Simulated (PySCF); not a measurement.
CH5FO2Si2, SMILES F[Si@H]1OC[SiH2]O1.

Geometry: B3LYP-D3(BJ)/def2-SVP. The structure was generated by enumeration; whether it is a known compound was not checked. Other conformers were not sampled.

All values below come from HF/def2-TZVP (PySCF).

Computed frontier levels, gap, dipole moment and polarisability:
* **highest occupied level**: -11.91 eV
* **lowest empty level**: 2.75 eV
* **orbital gap**: 14.66 eV
* **dipole moment**: 2.54 D
* **quadrupole, principal values (traceless, Buckingham form, about the centre of nuclear charge)**: -4.56, -3.10, 7.66 D·Å
* **mean static polarisability**: 55.0 bohr³ (8.15 Å³)
* **polarisability, principal values**: 50.6, 52.7, 61.6 bohr³
